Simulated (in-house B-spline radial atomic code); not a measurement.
Binding energies in the palladium ion Pd⁷⁺

NIST's tabulated ground configuration is [Kr] 4d3; each binding energy is the energy of the ion with one electron taken from that subshell, relaxed, less that of the parent. Level of theory: Dirac-Hartree-Fock, average of configuration, Fermi nucleus of rms radius 4.5318 fm; calculated with a radial B-spline atomic code at the basis-set limit. Energies include first-order Breit, QED and recoil terms.

```tsv
subshell	X-ray name	binding energy (eV)	-ε (eV)	relaxation (eV)
1s	K	24488.7	24618.3	56.3
2s	L1	3750.9	3785.2	27.0
2p1/2	L2	3471.7	3509.0	30.2
2p3/2	L3	3314.6	3348.7	29.3
3s	M1	810.3	819.8	8.4
3p1/2	M2	699.8	709.5	8.7
3p3/2	M3	671.6	680.6	8.4
4s	N1	218.9	220.4	1.3
4p1/2	N2	179.8	181.2	1.2
4p3/2	N3	174.6	175.9	1.2
4d	N4,5	118.8	119.6	0.8
```

Relaxation = -ε minus the binding energy without Breit, QED and recoil terms.

Emission lines follow as differences of binding energies, with λ = 12398.42 eV·Å / E:

| line | holes | energy (eV) | wavelength (Å) |
| --- | --- | --- | --- |
| K-L3 | 1s → 2p3/2 | 21174.1 | 0.58555 |
| K-L2 | 1s → 2p1/2 | 21017.0 | 0.58992 |
| K-M3 | 1s → 3p3/2 | 23817.1 | 0.52057 |
| L1-M3 | 2s → 3p3/2 | 3079.3 | 4.0264 |
| L3-M1 | 2p3/2 → 3s | 2504.3 | 4.9509 |

Task: What screening constant σ does Moseley's law, E = (3/4)·13.6057 eV·(Z - σ)², need for K-L3?

Result: σ = 0.45.

Moseley's non-relativistic formula needs a falling, then negative, screening constant for heavy elements, because relativity binds the 1s electron more strongly than the formula allows.

Task: What does it cost to remove both a 2s and a 4p1/2 electron?

Result: 3958.9 eV, which is 28.28 eV more than the two single binding energies together.

Task: What does it cost to remove both a 1s and a 2p3/2 electron?

Result: 28000 eV, which is 196.6 eV more than the two single binding energies together.

Task: What does it cost to remove two 4d electrons?

Result: 257.69 eV, which is 20.01 eV more than the two single binding energies together.
